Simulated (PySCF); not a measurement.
**Exercise with solution: oscillator strength and radiative lifetime**

ethyl(silyl)silane (C2H10Si2), SMILES [SiH3][SiH2]CC.

Geometry optimised at ωB97X-D3(BJ)/def2-SVP. One conformer was computed; it need not be the lowest.

PySCF 2.14.0 with TDA-PBE/def2-SVPD puts the first singlet state with f over 0.02 at 6.50 eV (vertical), with the transition dipole (-0.184, 0.085, 0.309) in atomic units.

### Question
Find the oscillator strength, the wavelength and the radiative lifetime that this transition would have in vacuum if emission retraced absorption.

### Answer

|μ|² = 0.1366 au, so |μ| = 0.94 D. ΔE = 6.50/27.211 = 0.2389 hartree. f = (2/3) ΔE |μ|² = 0.022 (the program prints 0.022).
λ = 1239.84/6.50 = 191 nm; ν = 52426 cm⁻¹.
Einstein's coefficient A = 0.6670 ν² f s⁻¹ (ν in cm⁻¹) = 4.0e7 s⁻¹, so τ = 1/A = 25 ns. This state is S1. The figure is the radiative limit of this one transition; relaxation, internal conversion, crossing to triplets and a medium change what is measured.
